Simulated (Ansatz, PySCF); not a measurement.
Spin states of H4O2Zr (SMILES [OH][ZrH2][OH]), each relaxed with B3LYP-D3(BJ)/def2-TZVP.
State 1 (charge 0, multiplicity 1):
```xyz
7

Zr    -0.4303    -0.1413    -0.1800
O      0.8560     0.6972    -1.3284
H      1.6393     1.1169    -1.6809
O      0.0695    -0.4217     1.6497
H      0.5406    -0.4465     2.4812
H     -0.8198    -1.8156    -0.9117
H     -1.9570     0.9353    -0.1790
```
State 2 (charge 0, multiplicity 3):
```xyz
7

Zr    -0.0485    -0.0232    -0.0351
O      1.0750     0.8305    -1.3676
H      1.7888     1.2675    -1.8281
O      0.2293    -0.4145     1.8453
H      0.5891    -0.4973     2.7263
H     -1.7076    -0.9871    -0.8453
H     -2.0278    -0.2515    -0.6446
```

Singlets are restricted, other states unrestricted; no spin–orbit coupling, no relativity up to Kr; see below for the cores. The largest T1 diagnostic is 0.020.

Correlated levels freeze the inner cores; with def2 sets outer-core shells near the valence are correlated too. CBS: X⁻³ extrapolation of the correlation energy, Hartree–Fock from the larger set.

Programs: Ansatz (an electronic-structure program); PySCF for the dispersion terms. Values without a source in brackets are computed. In def2 rows elements past Kr take small-core potentials, without spin–orbit coupling.

```tsv
level	energy of the multiplicity-3 state less that of the multiplicity-1 state (eV)
PBE-D4/def2-TZVPP	1.530
B3LYP-D4/def2-TZVPP	1.688
PBE0/def2-TZVPP	1.514
CAM-B3LYP-D3(BJ)/def2-TZVPP	1.724
B2PLYP/def2-TZVPP	1.690
B2PLYP-D4/def2-TZVPP	1.699
CCSD/def2-SVP	___
CCSD(T)/def2-TZVPP	1.726
CCSD(T)/CBS(def2-SVP, def2-TZVPP)	1.720
```

**Question.** Some entries are withheld; supply them.

**Answer.** 
- CCSD/def2-SVP, energy of the multiplicity-3 state less that of the multiplicity-1 state (eV): 1.786
